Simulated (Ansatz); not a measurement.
`C[Si](O)(O)Br` + `CBBO` → `O[SiH](O)Br` + `CBBOC`  (redistribution)

Gas-phase electronic energies from Ansatz, PBE0-D4/def2-TZVP geometries. CBS: MP2 limit from def2 TZ/QZ plus the TZ coupled-cluster correction, frozen cores. DFT in def2-TZVPP. B3LYP here is the variant with VWN-RPA as its local correlation; programs differ in this. For Br outer-core shells are correlated without core-valence functions, which leaves a few kJ/mol of doubt a bond. Scalar relativity is left out up to krypton. Each species was taken in one conformer, which may not be the lowest.

```json
{"species": "`C[Si](O)(O)Br`", "B3LYP-D4 energy (Eh)": "-3055.55175"}
{"species": "`CBBO`", "B3LYP-D4 energy (Eh)": "-166.74530"}
{"species": "`O[SiH](O)Br`", "B3LYP-D4 energy (Eh)": "-3016.19660"}
{"species": "`CBBOC`", "B3LYP-D4 energy (Eh)": "-206.06254"}
```

Problem. Work out ΔE.

Solution. ΔE = (-3016.19660) + (-206.06254) − (-3055.55175) − (-166.74530) = 0.03791 Eh = +23.8 kcal/mol. CCSD(T)/CBS gives +25.3 kcal/mol.

Problem. What do rigid-rotor, harmonic-oscillator terms from PBE0-D4/def2-TZVP frequencies (298.15 K, 1 bar) make of the CCSD(T)/CBS value? (Estimate.)

Solution. Ansatz gave: ΔZPE = -0.3 kcal/mol, ΔH = +24.7 kcal/mol, ΔS = 5 J/(mol·K), ΔG = +24.4 kcal/mol.

Largest T1 diagnostic among the species: 0.013.

From PBE to PBE0 (25 % exact exchange), in def2-TZVPP and without D4, ΔE moves by +0.7 kcal/mol. Leaving LDA and LC-ωPBE aside and taking each functional with its dispersion term where it has one, the values, not all of them listed here, spread over 2.7 kcal/mol, from BLYP-D4 to r2SCAN0-D4.
